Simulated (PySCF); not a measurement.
# Choosing a basis for TDDFT

C₂H₉FGeSi.
SMILES: `C[SiH2][C@@H]([GeH3])F`

TDDFT with PBE0 (PySCF), vertical singlets, core orbitals frozen in the response, spherical d and f functions. Geometry: PBE0-D3(BJ)/def2-SVP, one conformer, isolated molecule. Relativistic effects, spin–orbit coupling among them, are left out although an element past zinc is present.

```json
{"basis": "6-31G*", "functions": "110", "diffuse": "no", "S1 (eV)": "7.08", "S2 (eV)": "7.54", "S3 (eV)": "7.91", "S4 (eV)": "8.28", "S5 (eV)": "8.32", "LUMO (eV)": "0.75", "α (au)": "70.1"}
{"basis": "def2-SVP", "functions": "137", "diffuse": "no", "S1 (eV)": "7.15", "S2 (eV)": "7.58", "S3 (eV)": "7.93", "S4 (eV)": "8.12", "S5 (eV)": "8.32", "LUMO (eV)": "0.64", "α (au)": "74.8"}
{"basis": "def2-SVPD", "functions": "197", "diffuse": "yes", "S1 (eV)": "6.91", "S2 (eV)": "7.20", "S3 (eV)": "7.61", "S4 (eV)": "7.70", "S5 (eV)": "7.81", "LUMO (eV)": "0.12", "α (au)": "85.4"}
{"basis": "aug-cc-pVDZ", "functions": "213", "diffuse": "yes", "S1 (eV)": "6.70", "S2 (eV)": "6.85", "S3 (eV)": "7.26", "S4 (eV)": "7.47", "S5 (eV)": "7.50", "LUMO (eV)": "-0.28", "α (au)": "87.0"}
{"basis": "def2-TZVP", "functions": "232", "diffuse": "no", "S1 (eV)": "6.88", "S2 (eV)": "7.33", "S3 (eV)": "7.71", "S4 (eV)": "7.89", "S5 (eV)": "8.02", "LUMO (eV)": "0.28", "α (au)": "82.8"}
{"basis": "def2-TZVPD", "functions": "292", "diffuse": "yes", "S1 (eV)": "6.71", "S2 (eV)": "6.99", "S3 (eV)": "7.48", "S4 (eV)": "7.54", "S5 (eV)": "7.62", "LUMO (eV)": "-0.07", "α (au)": "86.6"}
```

Question: How much do these states and the polarisability depend on the basis?

Answer: States are compared by their number. Against the largest diffuse basis here (def2-TZVPD, itself not a converged limit), sets without diffuse functions differ by up to 0.44 eV in S1 and 0.70 eV in S5; the smaller diffuse sets differ by up to 0.19 and 0.19 eV. State by state, the largest deviation of a set without diffuse functions is S1 0.44, S2 0.58, S3 0.46, S4 0.74, S5 0.70 eV. The same number needn't mean the same state in each row. Against def2-TZVPD the polarisability deviates by -19% in 6-31G*, -14% in def2-SVP, -1% in def2-SVPD, 0% in aug-cc-pVDZ, -4% in def2-TZVP.

Without π bonds the low states may be Rydberg-like; a valence basis with one diffuse set may place them up to an eV too high.
